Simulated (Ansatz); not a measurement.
Two isomers of C3H10OSi: A = `CCO[SiH2]C`, B = `CCC[SiH2]O`.

Isolated molecules relaxed with PBE0-D4/def2-TZVP in Ansatz; ΔE leaves out vibrations. CBS: MP2 limit from def2 TZ/QZ plus the TZ coupled-cluster correction, frozen cores. Functionals use def2-TZVPP. B3LYP here is the variant with VWN-RPA as its local correlation; programs differ in this. One conformer a species, not always the lowest.

Which isomer does CCSD(T)/CBS put lower? Give the gap. (Estimate.)

Ansatz gave: B, by 6.9 kcal/mol.

Give E(B) − E(A) in kcal/mol with B3LYP, CCSD/def2-TZVPP, r2SCAN-D4, PBE-D4, ωB97M-V, B2PLYP, B3LYP-D4. (Best estimate.)

Ansatz gave: B3LYP -4.1, CCSD/def2-TZVPP -6.3, r2SCAN-D4 -5.5, PBE-D4 -6.0, ωB97M-V -6.1, B2PLYP -5.2, B3LYP-D4 -4.9. None reverses the order clearly.

Largest T1 diagnostic: 0.010.

The D4 term adds −0.8 kcal/mol with B3LYP and −0.5 kcal/mol with PBE0; it sums over pairs of atoms, weighted by their polarisabilities, and B3LYP, whose exchange is more repulsive, gets the larger term. In def2-TZVPP, CCSD(T) changes the Hartree–Fock value by −3.3 kcal/mol (the triples alone add −0.2 kcal/mol) and MP2 by −4.6 kcal/mol.
